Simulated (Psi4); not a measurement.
CH$_{4}$N, doublet, geometry from GFN2-xTB. Base run: MP2/6-311G** run with Psi4.

The Psi4 input:
```
memory 2 GB

molecule mol {
0 2
C    -0.585815    0.128395    0.111942
N     0.709462   -0.269098   -0.215816
H    -0.749381    0.155157    1.203444
H    -1.301575   -0.556244   -0.345717
H    -0.800950    1.159594   -0.218501
H     1.400559    0.354808    0.199836
}

set {
  basis 6-311g**
  reference uhf
}

energy('mp2')
print_variables()
```

Task: The base was run again with changes. Order these runs by total energy, lowest first: method = omp2 | method = ccsd(t) | method = mp2.5 | method = lccd | method = mp3.

Result: method = ccsd(t) (ΔE vs base (kcal/mol) -26.63), method = lccd (ΔE vs base (kcal/mol) -24.52), method = mp3 (ΔE vs base (kcal/mol) -17.45), method = mp2.5 (ΔE vs base (kcal/mol) -8.73), method = omp2 (ΔE vs base (kcal/mol) -2.33)

Open shells are given as the SCF converged; they aren't shown to be the lowest states, and a large step between rows can be another state.
